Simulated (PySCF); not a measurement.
All of these have the formula C8H8. Method used: TDDFT wB97X-D/def2-SVPD, vertical, gas phase, core orbitals frozen in the response (PySCF). Geometries: GFN2-xTB; one conformer of each isolated species. Triplets are in the Tamm–Dancoff approximation.

Task: Rank by computed lowest triplet energy, lowest first.
A. `C=C1C=CC=CC=C1`
B. `C=Cc1ccccc1`
C. `C#CC1=CC=CCC1`
D. `C12C3C=CC(C13)C=C2`

Result: A (1.90 eV), C (2.52 eV), B (3.35 eV), D (3.99 eV).

```csv
SMILES,T1 (eV),S1 (eV),α (au),HOMO (eV),LUMO (eV),S1 mainly
C=C1C=CC=CC=C1,1.90,2.83,100.9,-7.22,-0.14,H→L (99%)
C#CC1=CC=CCC1,2.52,4.29,95.3,-7.83,0.28,H→L (97%)
C=Cc1ccccc1,3.35,5.08,95.1,-8.32,0.58,H→L (46%)
C1=CC2C3C=CC1C23,3.99,5.75,79.1,-8.24,1.83,H→L (94%)
```

H and L stand for HOMO and LUMO.
